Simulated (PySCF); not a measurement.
## How methods differ on the ionisation energy of Os⁵⁵⁺

Os⁵⁵⁺ [Ar] 3d3 [3d3/2^3, M_J = 3/2] → Os⁵⁶⁺ [Ar] 3d2 [3d3/2^2, M_J = 2], as a difference of total energies. Computed with PySCF 2.14 in an even-tempered Gaussian basis (15 s from 16 bohr⁻², ratio 2.8; 12 p from 21 bohr⁻², ratio 2.8; 8 d from 21 bohr⁻², ratio 2.8; 3 f from 66 bohr⁻², ratio 3), with the two-component X2C-1e Hamiltonian. Correlated levels: [Ne] frozen; the 72 highest virtual spinors dropped. "Screened" scales the spin-orbit matrix elements by Boettger's factors to mimic the two-electron term; Breit and QED terms are absent.

| method | ionisation energy (eV) |
| --- | --- |
| GHF (spin-free) | 5387.2 |
| GMP2 (spin-free) | 5387.0 |
| GHF (screened spin-orbit) | 5424.1 |
| GMP2 (screened spin-orbit) | 5424.9 |

Breit and QED terms and the two-electron picture change are absent.

The spin-free rows relax to the high-spin LS determinant and lack the spin-orbit shift.

The labels give the starting determinants; with spin-orbit coupling the two ends relaxed to ⟨J²⟩ = 3.76, ⟨L²⟩ = 7.62, ⟨S²⟩ = 2.08 and ⟨J²⟩ = 6.01, ⟨L²⟩ = 10.12, ⟨S²⟩ = 1.54.

For comparison: 5421 ± 5 eV (theoretical estimate listed by NIST; NIST Atomic Spectra Database, ionization energies).
